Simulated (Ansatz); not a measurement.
Consider the ligand exchange at the Si–S bond: `C[SiH2]S[SiH2][GaH2]` + `S[SiH](Cl)Cl` → `C[SiH2]S[SiH](Cl)Cl` + `S[SiH2][GaH2]`.

Calculated with Ansatz (gas phase, PBE0-D4/def2-TZVP geometries, no zero-point term in ΔE). CCSD(T)/CBS adds triple-zeta CCSD(T) − MP2 to the extrapolated MP2 energy (def2 sets, frozen cores). Functionals use def2-TZVPP. B3LYP here is the variant with VWN-RPA as its local correlation; programs differ in this. For Ga outer-core shells are correlated without core-valence functions, which leaves a few kJ/mol of doubt a bond. Scalar relativity is left out up to krypton. Each species was taken in one conformer, which may not be the lowest.

`C[SiH2]S[SiH2][GaH2]`:

```xyz
14

C     1.162    1.041    0.263
Si    0.352    0.307    1.787
S    -1.678   -0.245    1.435
Si   -1.418   -1.411   -0.360
Ga   -0.373   -0.056   -2.066
H     1.470    0.260   -0.445
H     2.082    1.568    0.534
H     0.503    1.768   -0.221
H     0.300    1.314    2.877
H     1.151   -0.863    2.238
H    -0.657   -2.652   -0.036
H    -2.801   -1.817   -0.734
H     0.911   -0.547   -2.833
H    -1.004    1.333   -2.440
```

`S[SiH](Cl)Cl`:

```xyz
6

S    -0.665   -1.275    0.951
Si    0.307    0.311   -0.052
Cl    2.245    0.252    0.568
Cl    0.217    0.099   -2.081
H    -1.844   -1.022    0.352
H    -0.260    1.634    0.262
```

`C[SiH2]S[SiH](Cl)Cl`:

Z-matrix (Å, degrees):
```
C
Si 1 1.860
H 1 1.091 2 111.5
H 1 1.094 2 109.1 3 119.4
H 1 1.091 2 110.9 3 -121.0
S 2 2.163 1 113.2 3 67.5
H 2 1.483 1 111.5 3 -55.9
H 2 1.484 1 111.6 3 -178.4
Si 6 2.101 2 102.5 1 -52.9
Cl 9 2.047 6 112.2 2 -40.4
Cl 9 2.047 6 112.4 2 80.3
H 9 1.473 6 108.5 2 -160.7
```

`S[SiH2][GaH2]`:

Cartesian coordinates in Å:
```
S -0.270 1.152 -1.782
Si -0.470 0.841 0.351
Ga 0.267 -1.435 0.540
H 1.044 0.872 -1.819
H 0.288 1.872 1.114
H -1.921 1.063 0.589
H 1.793 -1.733 0.290
H -0.731 -2.633 0.717
```

| level | ΔE (kJ/mol) | difference from CCSD(T)/CBS |
| --- | --- | --- |
| PBE0-D4 | -0.9 | -2.1 |
| B3LYP-D4 | -3.3 | -4.5 |
| ωB97X-V | -2.2 | -3.4 |
| ωB97M-V | -1.6 | -2.8 |
| r2SCAN | -0.7 | -1.9 |
| PBE0 | -1.8 | -3.0 |
| HF/def2-TZVPP | -8.6 | -9.8 |
| MP2/def2-TZVPP | 0.3 | -0.9 |
| SCS-MP2/def2-TZVPP | -1.4 | -2.6 |
| CCSD/def2-TZVPP | 0.0 | -1.2 |
| CCSD(T)/def2-TZVPP | 0.9 | -0.3 |
| HF/def2-QZVPP | -8.5 | -9.7 |
| SCS-MP2/def2-QZVPP | -1.3 | -2.5 |
| HF/CBS(def2) | -8.5 | -9.7 |
| MP2/CBS(def2) | 0.6 | -0.6 |
| CCSD/CBS(def2) | 0.2 | -1.0 |
| CCSD(T)/CBS | 1.2 | 0 |

Largest T1 diagnostic among the species: 0.013.

In def2-TZVPP, CCSD(T) changes the Hartree–Fock value by +9.5 kJ/mol (the triples alone add +1.0 kJ/mol) and MP2 by +8.9 kJ/mol.
